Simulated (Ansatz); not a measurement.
`CC(C)[Si](Cl)(Cl)Cl` + `CC(C)N` → `CC(C)N[Si](Cl)(Cl)Cl` + propane  (ligand exchange at the Si–C bond)

Calculated with Ansatz (gas phase, PBE0-D4/def2-TZVP geometries, no zero-point term in ΔE). CCSD(T)/CBS adds triple-zeta CCSD(T) − MP2 to the extrapolated MP2 energy (def2 sets, frozen cores). DFT in def2-TZVPP. Each species was taken in one conformer, which may not be the lowest.

`CC(C)[Si](Cl)(Cl)Cl`:

Z-matrix (Å, degrees):
```
C
C 1 1.527
H 1 1.092 2 112.2
H 1 1.093 2 110.0 3 120.1
H 1 1.093 2 111.1 3 -121.0
C 2 1.527 1 111.8 3 -177.8
Si 2 1.862 1 111.4 3 56.8
H 2 1.098 1 108.9 3 -57.4
H 6 1.093 2 111.1 1 -61.3
H 6 1.094 2 110.0 1 57.7
H 6 1.092 2 112.2 1 177.8
Cl 7 2.041 2 110.9 1 -177.1
Cl 7 2.042 2 110.8 1 62.8
Cl 7 2.041 2 110.9 1 -57.3
```

`CC(C)N`:

```xyz
13

C    -0.789    1.085    0.357
C    -0.109   -0.081   -0.334
C     1.384   -0.092   -0.063
N    -0.686   -1.325    0.163
H    -1.864    1.090    0.158
H    -0.647    1.016    1.439
H    -0.381    2.037    0.011
H    -0.254    0.039   -1.421
H     1.853    0.828   -0.422
H     1.871   -0.932   -0.566
H     1.570   -0.186    1.010
H    -1.680   -1.357   -0.029
H    -0.268   -2.122   -0.302
```

`CC(C)N[Si](Cl)(Cl)Cl`:

Cartesian coordinates in Å:
```
C 1.382 1.127 -0.322
C 0.036 0.422 -0.366
C -1.125 1.402 -0.334
N -0.077 -0.549 0.717
Si -0.219 -2.206 0.523
Cl -1.862 -2.715 -0.577
Cl 1.367 -3.017 -0.476
Cl -0.351 -3.041 2.372
H 1.483 1.829 -1.153
H 1.486 1.693 0.609
H 2.198 0.405 -0.374
H -0.022 -0.145 -1.302
H -1.113 1.977 0.597
H -2.078 0.873 -0.396
H -1.063 2.109 -1.164
H -0.042 -0.163 1.647
```

`CCC`:

Cartesian coordinates in Å:
```
C 0.705 -0.027 -1.074
C 0.319 -0.391 0.350
C -0.942 0.317 0.815
H 0.885 1.048 -1.169
H -0.091 -0.289 -1.776
H 1.613 -0.545 -1.391
H 0.178 -1.475 0.424
H 1.146 -0.148 1.026
H -1.204 0.043 1.839
H -1.793 0.065 0.175
H -0.818 1.403 0.782
```

(1) Is it downhill or uphill in electronic energy at CCSD(T)/CBS, and by how much? (Estimate.)

(2) What do these levels give: PBE-D4, ωB97X-V, ωB97M-V, PBE-QIDH, PBE0, HF/CBS(def2)? (Estimate.)

(3) What do rigid-rotor, harmonic-oscillator terms from PBE0-D4/def2-TZVP frequencies (298.15 K, 1 bar) make of the CCSD(T)/CBS value? (An estimate is asked.)

Largest T1 diagnostic among the species: 0.009.

Results:

(1) Ansatz gave: Downhill: ΔE = -15.3 kcal/mol.

(2) Ansatz gave: PBE-D4 -14.0, ωB97X-V -15.7, ωB97M-V -15.3, PBE-QIDH -15.5, PBE0 -15.1, HF/CBS(def2) -20.0 kcal/mol.

(3) The calculation gave: ΔZPE = -0.4 kcal/mol, ΔH = -15.5 kcal/mol, ΔS = 13 J/(mol·K), ΔG = -16.4 kcal/mol. Modes under 50 cm⁻¹ make the entropy rough.

From PBE to PBE0 (25 % exact exchange), in def2-TZVPP and without D4, ΔE moves by −0.9 kcal/mol. Leaving LDA and LC-ωPBE aside and taking each functional with its dispersion term where it has one, the values, not all of them listed here, spread over 3.5 kcal/mol, from BHLYP-D4 to PBE-D4. In def2-TZVPP, CCSD(T) changes the Hartree–Fock value by +4.5 kcal/mol (the triples alone add +0.7 kcal/mol) and MP2 by +4.6 kcal/mol.
